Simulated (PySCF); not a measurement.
Static response to an electric field

C₅H₈F₂OSi.
Structure used (GFN2-xTB), in Å, numbered top down from 1:
```
atom  x, y, z in Å
C1    -1.6091   -1.6896   -0.9139
C2    -1.2001   -0.5088   -0.4420
Si3   -2.4594    0.8168    0.0508
C4     0.2273   -0.2637   -0.3208
C5     0.7462    0.8623    0.1582
O6     2.0833    1.1716    0.3109
C7     2.9934    0.1880    0.1637
F8     4.1669    0.6400    0.6249
F9     3.2023   -0.1300   -1.1405
H10   -0.9181   -2.4672   -1.2053
H11   -2.6536   -1.9226   -1.0284
H12   -2.2438    2.0252   -0.7477
H13   -2.3113    1.1232    1.4765
H14   -3.7976    0.2826   -0.2019
H15    0.8710   -1.0658   -0.6612
H16    0.1523    1.7029    0.4802
H17    2.7433   -0.7528    0.6926
```

Level: PBE0/def2-SVPD (PySCF), static field, nuclei fixed, core orbitals frozen in the response. The polarisability tensor in these axes (au):

```
x   119.95  11.26   6.84
y    11.26 100.47  13.55
z     6.84  13.55  74.33
```

Problem. Diagonalise the tensor; give its mean and Δα, where Δα² is half the sum of the squared differences of the eigenvalues.

Solution. Principal values 68.50, 98.38 and 127.87 au; mean 98.25 au = 14.56 Å³ = 16.20 × 10⁻⁴⁰ C²·m²/J; Δα = 51.42 au (52 % of the mean).

Problem. What is the dipole moment, and where does it point?

Solution. (-1.99, -1.29, 0.59) D, 2.45 D in size, pointing from the negative to the positive side. Measured along this direction, the outermost atoms are F8 at the negative end and H11 and H14 at the positive end.

Problem. In a dilute gas of rigid molecules at 298 K, how does the orientational term μ²/3kT compare with the electronic polarisability?

Solution. In Gaussian units μ²/3kT = 48.47 Å³ against 14.56 Å³, a ratio of 3.33; the Debye molar polarisation (4π/3)N_A(α + μ²/3kT) is 159.0 cm³/mol, leaving out the vibrational part.

Problem. What depolarisation ratio follows for Rayleigh scattering of linearly polarised light, taking the static tensor?

Solution. ρ = 3Δα²/(45ᾱ² + 4Δα²) = 7930.9/(434402 + 10574.5) = 0.0178.

Problem. Directions of the eigenvectors, and the extent of the frame along each?

Solution. Largest value along (0.86, 0.46, 0.23), where the nuclei span 7.40 Å; middle along (-0.52, 0.80, 0.30), 4.65 Å; least along (-0.04, -0.38, 0.92), 2.40 Å. The response follows the extents in order.

Problem. Sum over states: ᾱ = Σ f/ω², ω in Eh. What share falls to these 6 lowest TDDFT singlets (eV, f)? 5.58, 0.4979; 6.39, 0.0018; 6.45, 0.0010; 6.57, 0.0558; 6.64, 0.0068; 6.82, 0.0045.

Solution. They add up to 13.02 au, 13.2 % of the 98.25 au; the largest single term is 11.83 au, from the state at 5.58 eV. Terms in order: 11.83, 0.03, 0.02, 0.96, 0.11, 0.07 au. Higher excitations give the rest. The strengths listed sum to 0.568.

Problem. Find the Langevin capture rate constant for O2+ (31.990 u) meeting this molecule (150.031 u), k = 2.342 × 10⁻⁹ cm³/s × √(α in Å³ / reduced mass in u).

Solution. The reduced mass is 26.37 u, so k = 1.74 × 10⁻⁹ cm³/s. The formula leaves out the permanent dipole, which adds to the capture rate.

Geometry: GFN2-xTB, one conformer, isolated molecule.
